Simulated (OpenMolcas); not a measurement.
C2+: from CASSCF to CASPT2

* Program: OpenMolcas
* Basis: ANO-R2 [4s4p2d1f]
* Scalar Hamiltonian: X2C, finite nucleus
* Active space: 2 electrons in 4 orbitals (2s 2p)
* State averaging: 2S+1 = 3 even, 3 roots; 2S+1 = 1 even, 7 roots; 2S+1 = 3 odd, 3 roots; 2S+1 = 1 odd, 3 roots
* Spin-orbit coupling: RASSI with atomic mean-field integrals over the reference wave functions, term energies averaged over their components

Methods on the same reference wave functions:
A. CASSCF
B. SS-CASPT2, IPEA 0.25 Eh, imaginary shift 0.1 Eh (closed shells correlated: 1s)
C. MS-CASPT2, IPEA 0.25 Eh, imaginary shift 0.1 Eh (closed shells correlated: 1s)

Energies in eV above 2s² ¹S₀, the measured ground level; measured values from Moore, Selected Tables of Atomic Spectra, NSRDS-NBS 3, section 3.

```csv
Level,A,B,C,Measured
2s² ¹S₀,0.0000,0.0000,0.0000,0.0000
2s 2p ³P°₀,6.5740,6.523,6.526,6.4927
2s 2p ³P°₁,6.5772,6.526,6.530,6.4956
2s 2p ³P°₂,6.5837,6.533,6.536,6.5026
2s 2p ¹P°₁,14.0497,12.966,12.969,12.6900
2p² ³P₀,17.2866,17.121,17.124,17.0386
2p² ³P₁,17.2898,17.124,17.127,17.0422
2p² ³P₂,17.2962,17.130,17.134,17.0481
2p² ¹D₂,19.3943,18.367,18.371,18.0863
2p² ¹S₀,24.3473,22.887,22.893,22.6296
```

Deviations, from unrounded energies. A percentage is the sum of absolute deviations over the sum of measured energies, with the sign that they share, or ± where signs differ.

| Against measurement | Levels | A | B | C |
| --- | --- | --- | --- | --- |
| mean absolute deviation (cm-1) | 9 | 4800 | 1000 | 1100 |
| other configurations (%) | 9 | +4.3 | +0.9 | +1.0 |

B, C lie about equally close to measurement and A furthest from it. The largest miss of B in the table is 2p² ¹D₂, by +2300 cm-1. The ranking rests on the paired levels alone, and a cruder setting can come out closer through cancelling errors.

Between B and C the level of the table that moves most is 2p² ¹S₀, by 56 cm-1 (lowest in B, highest in C).

The lowest spin-free term lies below A's lowest term by 0.013 hartree in B, 0.013 hartree in C.

Measured partners are found by configuration, term and J. A level has none where our copy of the source lacks it or the pairing is in doubt (some pairs that miss far off the trend of their configuration count as doubtful), and it then counts in no deviation. Levels of configurations outside the active space are missing.

° marks odd parity.
